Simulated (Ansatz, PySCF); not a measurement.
Al(Me)(NHMe)(OH) (C2H8AlNO), SMILES C[NH][Al]([CH3])[OH]. Atoms are numbered in the order given.

```xyz
13

Al     0.2187     0.2249     0.4509
C      1.4633    -0.0887     1.9151
H      1.9514    -1.0754     1.8606
H      0.9467    -0.0226     2.8877
H      2.2563     0.6783     1.9246
N     -0.0510    -0.9903    -0.8255
C     -0.9253    -0.9391    -1.9816
H      0.4629    -1.8671    -0.7790
H     -1.6943    -1.7363    -1.9800
H     -0.3796    -1.0164    -2.9424
H     -1.4675     0.0208    -2.0042
O     -0.6251     1.7126     0.4106
H     -1.2641     2.0075    -0.2423
```
Charge 0, spin multiplicity 1.

Geometry: B3LYP-D3(BJ)/def2-SVP. The structure was generated by enumeration; whether it is a known compound was not checked. Other conformers were not sampled.

Two levels are set side by side: PBE-D3(BJ)/def2-SVP (Ansatz, an electronic-structure program) and B3LYP-D3(BJ)/def2-SVP (Ansatz). Each level has its own optimised geometry; the coordinates shown are those of the second. Frequencies come from the Hessian of PySCF at each geometry. Differences are taken from unrounded values.

```json
[
 {"quantity": "mean bond length (Å)", "B3LYP-D3(BJ)": "1.291", "PBE-D3(BJ)": "1.299", "PBE-D3(BJ) minus B3LYP-D3(BJ)": "0.008"},
 {"quantity": "bond Al1–C2 (Å)", "B3LYP-D3(BJ)": "1.947", "PBE-D3(BJ)": "1.953", "PBE-D3(BJ) minus B3LYP-D3(BJ)": "0.006"},
 {"quantity": "bond Al1–N6 (Å)", "B3LYP-D3(BJ)": "1.783", "PBE-D3(BJ)": "1.795", "PBE-D3(BJ) minus B3LYP-D3(BJ)": "0.012"},
 {"quantity": "bond Al1–O12 (Å)", "B3LYP-D3(BJ)": "1.711", "PBE-D3(BJ)": "1.726", "PBE-D3(BJ) minus B3LYP-D3(BJ)": "0.015"},
 {"quantity": "bond N6–C7 (Å)", "B3LYP-D3(BJ)": "1.450", "PBE-D3(BJ)": "1.451", "PBE-D3(BJ) minus B3LYP-D3(BJ)": "0.000"},
 {"quantity": "bond C2–H3 (Å)", "B3LYP-D3(BJ)": "1.102", "PBE-D3(BJ)": "1.109", "PBE-D3(BJ) minus B3LYP-D3(BJ)": "0.007"},
 {"quantity": "bond C2–H4 (Å)", "B3LYP-D3(BJ)": "1.103", "PBE-D3(BJ)": "1.110", "PBE-D3(BJ) minus B3LYP-D3(BJ)": "0.007"},
 {"quantity": "bond C2–H5 (Å)", "B3LYP-D3(BJ)": "1.103", "PBE-D3(BJ)": "1.110", "PBE-D3(BJ) minus B3LYP-D3(BJ)": "0.007"},
 {"quantity": "bond N6–H8 (Å)", "B3LYP-D3(BJ)": "1.017", "PBE-D3(BJ)": "1.025", "PBE-D3(BJ) minus B3LYP-D3(BJ)": "0.007"},
 {"quantity": "bond C7–H9 (Å)", "B3LYP-D3(BJ)": "1.108", "PBE-D3(BJ)": "1.116", "PBE-D3(BJ) minus B3LYP-D3(BJ)": "0.008"},
 {"quantity": "bond C7–H10 (Å)", "B3LYP-D3(BJ)": "1.108", "PBE-D3(BJ)": "1.116", "PBE-D3(BJ) minus B3LYP-D3(BJ)": "0.008"},
 {"quantity": "bond C7–H11 (Å)", "B3LYP-D3(BJ)": "1.103", "PBE-D3(BJ)": "1.111", "PBE-D3(BJ) minus B3LYP-D3(BJ)": "0.008"},
 {"quantity": "bond O12–H13 (Å)", "B3LYP-D3(BJ)": "0.960", "PBE-D3(BJ)": "0.969", "PBE-D3(BJ) minus B3LYP-D3(BJ)": "0.009"},
 {"quantity": "highest harmonic wavenumber (cm⁻¹)", "B3LYP-D3(BJ)": "3937", "PBE-D3(BJ)": "3824", "PBE-D3(BJ) minus B3LYP-D3(BJ)": "-113"},
 {"quantity": "mean harmonic wavenumber (cm⁻¹)", "B3LYP-D3(BJ)": "1368", "PBE-D3(BJ)": "1334", "PBE-D3(BJ) minus B3LYP-D3(BJ)": "-34"},
 {"quantity": "zero-point energy (kcal/mol)", "B3LYP-D3(BJ)": "64.53", "PBE-D3(BJ)": "62.94", "PBE-D3(BJ) minus B3LYP-D3(BJ)": "-1.60"}
]
```

GGA bonds tend to be longer and softer than those of functionals with exact exchange. Differences between two approximate levels are no errors against the true value.
